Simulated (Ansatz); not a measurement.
Species: C8H9FSi, SMILES `C=Cc1cc(F)cc([SiH3])c1` (C–C–C–C torsion 1°) (charge 0, multiplicity 1).

Q: Give a relaxed geometry from PBE0-D3(BJ)/def2-SVP in Ansatz (a program for electronic structure).

A: This is not unique; one that fits is the end point of this relaxation, one of several conformers (outside a Z-matrix the atoms follow the SMILES, hydrogens last).
Bonded distances (Å): C1–C2 1.338, C1–H11 1.093, C1–H12 1.092, C2–C3 1.468, C2–H13 1.096, C3–C4 1.402, C3–C10 1.403, C4–C5 1.385, C4–H14 1.091, C5–F6 1.333, C5–C7 1.391, C7–C8 1.400, C7–H15 1.093, C8–Si9 1.881, C8–C10 1.401, Si9–H16 1.496, Si9–H17 1.494, Si9–H18 1.493, C10–H19 1.094. Bond angles (°): C2–C1–H11 122.6, C2–C1–H12 120.8, H11–C1–H12 116.6, C1–C2–C3 127.1, C1–C2–H13 118.3, C3–C2–H13 114.6, C2–C3–C4 122.6, C2–C3–C10 119.1, C4–C3–C10 118.4, C3–C4–C5 119.5, C3–C4–H14 121.9, C5–C4–H14 118.6, C4–C5–F6 118.9, C4–C5–C7 122.2, F6–C5–C7 118.9, C5–C7–C8 119.2, C5–C7–H15 118.5, C8–C7–H15 122.3, C7–C8–Si9 120.5, C7–C8–C10 118.7, Si9–C8–C10 120.7, C8–Si9–H16 110.9, C8–Si9–H17 110.0, C8–Si9–H18 109.3, H16–Si9–H17 108.2, H16–Si9–H18 108.6, H17–Si9–H18 109.8, C3–C10–C8 122.0, C3–C10–H19 118.3, C8–C10–H19 119.8.
